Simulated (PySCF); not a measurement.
Computed IR spectrum (relative IR intensity) of a molecule C₃H₈OSi₂. Coordinates come from a PBE-D3(BJ)/def2-SVP optimisation. Other conformers were not sampled. Level of theory: PySCF 2.14.0 with PBE-D3(BJ)/def2-SVP. Frequencies are harmonic and unscaled.

Lines under 2 % of the strongest are left out, and lines within 2 cm⁻¹ are merged.

ν (cm⁻¹): 396 (w), 446 (w), 503 (vw), 601 (m), 625 (w), 664 (w), 715 (m), 719 (m), 737 (w), 796 (w), 856 (m), 870 (m), 880 (vs), 903 (m), 919 (m), 923 (w), 954 (s), 993 (s), 1163 (m), 1245 (m), 1291 (w), 1578 (vs), 2134 (s), 2141 (s), 2160 (s), 2174 (s), 2182 (s), 3109 (w) (against the strongest line: vs over 80 %, s over 45 %, m over 15 %, w over 4 %, vw less)

Which molecule gave these data?
(A) C#C[Si@H](C)O[SiH3]
(B) [SiH3][C@H]1OC=C[SiH2]1
(C) CC1=C[Si@@H]([SiH3])O1
(D) C[Si@]1([SiH3])C=CO1

B, [SiH3][C@H]1OC=C[SiH2]1
